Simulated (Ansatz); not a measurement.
Relaxation of C2H9BO (13 atoms, charge 0, multiplicity 1), to a largest force component of 0.03 eV/Å in at most 50 steps.

All numbers below come from RKS PBE/6-31G* (Ansatz 0.2.0).

```xyz
13
Properties=species:S:1:pos:R:3
B 0.107 0.324 0.277
C -0.008 0.279 1.862
H -0.941 -0.151 2.271
H 0.865 -0.187 2.356
H 0.008 1.342 2.191
H 1.163 0.613 -0.237
H -0.879 0.283 -0.424
O 0.202 -2.269 0.394
C -0.847 -2.973 -0.278
H -0.684 -4.063 -0.196
H -1.843 -2.729 0.129
H -0.834 -2.692 -1.344
H -0.158 -1.955 1.263
```

Q: Where does it end, and by what steps?

A: The forces met the threshold. After 14 steps the energy has fallen by 0.567 eV; H6 moved furthest, 0.95 Å. Joined: B1–O8 (2.60 → 1.70 Å).

```
step  energy less start (eV)  largest force component (eV/Å)  accepted
   0                  0.0000                           0.680       yes
   1                 -0.1434                           0.645       yes
   2                 -0.2668                           0.767       yes
   3                 -0.4373                           1.401       yes
   4                 -0.4876                           0.872       yes
   5                 -0.5057                           0.099       yes
   6                 -0.5138                           0.100       yes
   7                 -0.5302                           0.119       yes
   8                 -0.5303                           0.470       yes
   9                 -0.5488                           0.225       yes
  10                 -0.5600                           0.154       yes
  11                 -0.5612                           0.254       yes
  12                 -0.5661                           0.082       yes
  13                 -0.5668                           0.051       yes
  14                 -0.5671                           0.012       yes
```

```xyz
13
Properties=species:S:1:pos:R:3
B -0.227 -0.272 0.455
C 0.163 0.319 1.895
H -0.533 0.034 2.711
H 1.188 0.064 2.222
H 0.115 1.423 1.841
H 0.579 -0.105 -0.444
H -1.393 -0.115 0.112
O -0.132 -1.960 0.665
C -0.653 -2.725 -0.453
H -0.569 -3.799 -0.226
H -1.694 -2.436 -0.669
H -0.014 -2.462 -1.306
H -0.679 -2.142 1.460
```

Whether the end is a true minimum wasn't checked by a vibrational analysis.

The run took 46 s on 1 thread of Arm Neoverse V1, on a shared host, peak memory 0.12 GiB.
